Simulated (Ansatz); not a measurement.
A structure relaxed at PBE0-D4/def2-TZVP, charge 0, multiplicity 1:

```xyz
9

N    -0.763    0.194   -1.707
In    0.025   -0.170    0.120
N     0.122    1.111    1.671
O     0.460   -2.050    0.605
H    -0.693    1.145   -2.042
H    -0.460   -0.427   -2.444
H     0.342    2.072    1.454
H     0.716    0.804    2.429
H     0.252   -2.680   -0.087
```

Q: Give its formula and SMILES.

A: H5InN2O, `[NH2][In]([NH2])[OH]`.

Q: Summarise the bond lengths by kind.

A: 2 × In–N 2.014 to 2.022 Å; 4 × H–N 1.010 to 1.011 Å; 1 × In–O 1.990 Å; 1 × H–O 0.959 Å.

All numbers were calculated with Ansatz.
